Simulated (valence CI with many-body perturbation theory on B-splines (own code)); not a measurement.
## Hyperfine factors and g values of Tl LI

Calculated by relativistic CI+MBPT: three valence electrons over a frozen Dirac-Fock core [Ar] 3d10, a basis of 11 s, 11 p, 9 d, 7 f, 5 g, 2 h, 1 i functions for each j, with the one-electron correlation potential Σ1, the two-electron term Σ2, the three-electron term Σ3, Breit, model QED; selected CI, second order for the rest (own B-spline code, finite nucleus).

The last digits are not significant, and no measured levels were compared; by estimate large intervals hold to a few tenths of a per cent, small ones and those within an open d or f shell to about a per cent.

A/g_I is the dipole constant over the nuclear g factor μ/I (μ in nuclear magnetons, uniformly magnetised nucleus), B/Q the quadrupole constant per barn. Both hold the static response of the core; the bare values leave it out. Large factors of s and p1/2 electrons are usually good to 5 to 10 %; those of open d and f shells near neutrality can be off by tens of per cent, and small factors of p3/2, d and f electrons come from cancelling terms and can be off by a factor of two or in sign, in half-filled shells by more. B is blank for J = 1/2, where it vanishes, and for nearly pure S terms. Energies count from the lowest level.

Levels are named by their leading jj configuration (3d3/2^4 stands for four electrons in 3d with j = 3/2), which in mixed levels can hold well under half, so a name can repeat and another be missing. Letters in brackets count levels of one name in rising energy.

```tsv
Level	E (× 10³ cm⁻¹)	g	A/g_I (MHz)	A/g_I bare	B/Q (MHz/b)	B/Q bare
(4s^2 4p1/2) J=1/2	0.00	0.657	865000	840000		
(4s 4p1/2^2) J=1/2	930.41	2.137	2560000	2490000		
(4s^2 4p3/2) J=3/2	1283.8	1.328	86600	83400	177000	172000
(4s 4p1/2 4p3/2) J=3/2 [a]	2088.4	1.646	585000	567000	143000	139000
(4s 4p1/2 4p3/2) J=5/2	2167.1	1.348	737000	715000	137000	133000
(4s 4p1/2 4p3/2) J=3/2 [b]	2276.0	0.990	27700	26800	104000	101000
(4s 4p1/2 4p3/2) J=1/2	2295.2	1.258	-960000	-931000		
(4s^2 4d3/2) J=3/2	2788.4	0.809	32500	32900	27500	27300
(4s^2 4d5/2) J=5/2	3038.9	1.212	43900	43500	24900	24700
(4p1/2^2 4p3/2) J=3/2	3204.0	1.321	82900	80900	166000	161000
(4s 4p3/2^2) J=5/2	3431.6	1.422	573000	556000	52000	50600
(4s 4p1/2 4d3/2) J=3/2 [a]	3520.8	0.503	-230000	-223000	34900	34400
(4s 4p3/2^2) J=1/2	3577.5	1.922	2600000	2520000		
(4s 4p1/2 4d3/2) J=5/2	3591.0	1.032	693000	673000	11400	11700
(4s 4p3/2^2) J=3/2	3608.4	1.197	-410000	-398000	-32000	-31200
(4s 4p1/2 4d3/2) J=1/2	3710.3	0.403	-1070000	-1040000		
(4s 4p1/2 4d3/2) J=3/2 [b]	3725.4	1.283	682000	663000	22500	22000
(4s 4p1/2 4d5/2) J=5/2 [a]	3865.9	1.361	248000	242000	31600	31200
(4s 4p1/2 4d5/2) J=7/2	3918.9	1.244	498000	484000	5910	6300
(4s 4p1/2 4d5/2) J=5/2 [b]	3973.2	1.042	7020	7990	37300	36600
(4s 4p1/2 4d5/2) J=3/2	3987.3	1.117	-574000	-555000	7920	8070
(4p1/2 4p3/2^2) J=3/2	4465.2	1.417	-75000	-72100	20300	19800
(4p1/2 4p3/2^2) J=5/2	4472.9	1.170	242000	235000	19200	18700
(4p1/2 4p3/2^2) J=1/2	4538.4	0.659	854000	828000		
(4s^2 4f5/2) J=5/2	4590.9	0.855	-7310	-6060	18000	16700
(4p1/2^2 4d3/2) J=3/2	4604.5	0.776	43300	42200	31200	30900
(4s^2 4f7/2) J=7/2	4674.7	1.142	19900	20200	18100	16400
(4s 4p3/2 4d3/2) J=3/2 [a]	4882.1	1.310	346000	336000	-6090	-6270
(4s 4p3/2 4d3/2) J=1/2 [a]	4882.9	2.284	1300000	1260000		
(4s 4p3/2 4d3/2) J=5/2 [a]	4883.7	1.251	403000	391000	52500	50900
(4s 4p3/2 4d3/2) J=7/2	4921.9	1.256	405000	394000	161000	157000
(4p1/2^2 4d5/2) J=5/2	4930.9	1.192	5010	6830	26000	25700
(4s 4p3/2 4d3/2) J=3/2 [b]	5019.4	0.980	67000	65700	-97100	-94200
(4s 4p3/2 4d5/2) J=9/2	5054.3	1.328	328000	319000	214000	208000
(4s 4p3/2 4d3/2) J=1/2 [b]	5089.0	0.584	406000	396000		
(4s 4p3/2 4d3/2) J=5/2 [b]	5102.3	0.949	-137000	-133000	117000	114000
(4s 4p3/2 4d5/2) J=5/2 [a]	5159.8	1.351	508000	494000	-97200	-94300
(4s 4p3/2 4d5/2) J=3/2 [a]	5212.0	1.155	-225000	-217000	-97200	-94400
(4s 4p3/2 4d5/2) J=7/2 [a]	5216.9	1.207	92800	90700	159000	155000
(4s 4p3/2 4d5/2) J=7/2 [b]	5296.6	1.218	85100	83500	84800	82900
```

(1) Take the isotope of mass number 203, with I = 1/2, μ = 1.616 μN. What is the hyperfine structure of (4s 4p1/2^2) J=1/2?

Results:

(1) From the table A = 8290000 MHz. Shifts from the centre of gravity in MHz: F = 0: -6220000, F = 1: 2070000.
